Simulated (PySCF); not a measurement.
From one molecule to another.

First species: C2H5ClOSi.
Z-matrix (Å and degrees, PBE0-D3(BJ)/def2-SVP geometry), rows numbered from 1:
```
C 
C   1  1.3336
O   2  1.3548  1  126.55
Si  3  1.6649  2  127.87  1    19.11
Cl  4  2.0615  3  111.21  2   -71.53
H   1  1.0930  2  122.60  3     1.87
H   1  1.0906  2  119.31  3  -179.61
H   2  1.0950  1  121.97  3  -179.52
H   4  1.4858  3  109.74  2    47.57
H   4  1.4796  3  105.59  2   171.01
```

Second species: CH12Si4.
SMILES with atom numbers: `[CH3:1][SiH2:2][SiH2:3][SiH2:4][SiH3:5]` (hydrogens: H6, H7, H8 on C1; H9, H10 on Si2; H11, H12 on Si3; H13, H14 on Si4; H15, H16, H17 on Si5)

Levels: PBE0/def2-SVPD for dipole moment, HOMO energy, LUMO energy, HOMO–LUMO gap, static isotropic polarisability and electronic spatial extent ⟨r²⟩ about the centre of nuclear charge; TDDFT PBE0/def2-SVPD for lowest singlet excitation; TDA PBE0/def2-SVPD for lowest triplet excitation (Tamm–Dancoff); ΔSCF PBE0/def2-SVPD for vertical ionisation energy; PBE0-D3(BJ)/def2-SVP for rotational constant A and rotational constant C. Geometries: PBE0-D3(BJ)/def2-SVP. Each species is one conformer at its optimised geometry, gas phase, non-relativistic unless stated; the electronic structure was computed with PySCF and density fitting.

The conformers computed, where there is a choice (atom-mapped SMILES and torsion angles):
- `[CH2:1]=[CH:2][O:3][SiH2:4][Cl:5]`: C1–C2–O3–Si4 19°, C2–O3–Si4–Cl5 -72°
- `[CH3:1][SiH2:2][SiH2:3][SiH2:4][SiH3:5]`: C1–Si2–Si3–Si4 73°, Si2–Si3–Si4–Si5 -58°

| property | column X | column Y |
| --- | --- | --- |
| dipole moment | 0.70 D | 1.24 D |
| HOMO energy | -7.74 eV | -7.30 eV |
| LUMO energy | -0.40 eV | -0.05 eV |
| HOMO–LUMO gap | 7.34 eV | 7.25 eV |
| lowest singlet excitation | 6.25 eV | 6.28 eV |
| lowest triplet excitation (Tamm–Dancoff) | 5.55 eV | 4.28 eV |
| static isotropic polarisability | 135.3 au | 66.9 au |
| vertical ionisation energy | 9.38 eV | 9.48 eV |
| electronic spatial extent ⟨r²⟩ about the centre of nuclear charge | 1561 bohr² | 739 bohr² |
| rotational constant A | 2.140 GHz | 5.385 GHz |
| rotational constant C | 0.783 GHz | 1.617 GHz |

(1) Which column belongs to which species?

(2) How does each property change from the first species to the second?

Results:

(1) Column X is the second species and column Y the first. The first has 10 atoms and 56 electrons, the second 17 and 74.

(2) dipole moment -0.54 D; HOMO energy -0.44 eV; LUMO energy -0.35 eV; HOMO–LUMO gap +0.09 eV; lowest singlet excitation -0.03 eV; lowest triplet excitation (Tamm–Dancoff) +1.27 eV; static isotropic polarisability +68.4 au; vertical ionisation energy -0.10 eV; electronic spatial extent ⟨r²⟩ about the centre of nuclear charge +822 bohr²; rotational constant A -3.245 GHz; rotational constant C -0.834 GHz.

On the first: The polarisability is 9.92 Å³ as a volume (1 au = 0.148185 Å³), or 1.20 au for each of the 56 electrons. The vertical singlet–triplet gap S1 − T1 is 2.00 eV (TDDFT singlet less Tamm–Dancoff triplet; S1: HOMO→LUMO, weight 0.77; T1: HOMO→LUMO, weight 0.53, beside HOMO→LUMO+2, weight 0.30).

On the second: The 10 singlets span 6.25 to 7.23 eV, and their oscillator strengths add up to 0.57. The ΔSCF ionisation energy exceeds −ε(HOMO) by 1.64 eV with PBE0.
